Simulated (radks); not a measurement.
Values are calculated unless marked as measured or tabulated.
All-electron atom: the krypton ion Kr4+ in [Ar] 3d10 4s2 4p2.

Level of theory: Dirac Kohn-Sham, PBEsol, spin-unpolarised, spherical densities, finite nucleus; open shells fill j = l - 1/2 first; Fermi nuclear charge, rms radius 4.1884 fm (a radial shooting solver on a logarithmic mesh with Libxc functionals).

Energy parts (hartree):
part                       energy
total                 -2784.07157
kinetic                2859.05563
electron-nucleus      -6663.52387
Hartree                1113.46528
exchange-correlation    -93.06861

Orbitals (lengths in bohr, moments of r in powers of bohr):
orbital	occ.	eigenvalue (hartree)	<r^4>
1s1/2	2	-521.8684	0.00001388
2s1/2	2	-70.53358	0.002726
2p1/2	2	-63.96279	0.001864
2p3/2	4	-61.98613	0.002025
3s1/2	2	-11.75126	0.1649
3p1/2	2	-9.42966	0.1855
3p3/2	4	-9.13786	0.2000
3d3/2	4	-5.08503	0.2883
3d5/2	6	-5.03674	0.2959
4s1/2	2	-2.67457	7.906
4p1/2	2	-2.09497	12.26
4p3/2	0	-2.05852	12.98

The highest occupied level is 4p1/2 at -57.007 eV. Summed over all electrons, <r^2> = 17.00 bohr^2, which gives a Langevin (diamagnetic) susceptibility term of -13.5 x 10^-6 cm^3/mol. The density falls to 0.001 e/bohr^3 at r = 3.04 bohr. For comparison, the ionisation energy in NIST's Atomic Spectra Database is 64.7 eV (semi-empirical). In exact Kohn-Sham theory the highest level is minus the ionisation energy, but local and semilocal functionals leave it too shallow, through self-interaction and a potential that decays too fast; potentials with the right tail come closer.

Beside tabulated values, note that spin-unpolarised runs miss the spin-polarisation part of the exchange energy of open shells.
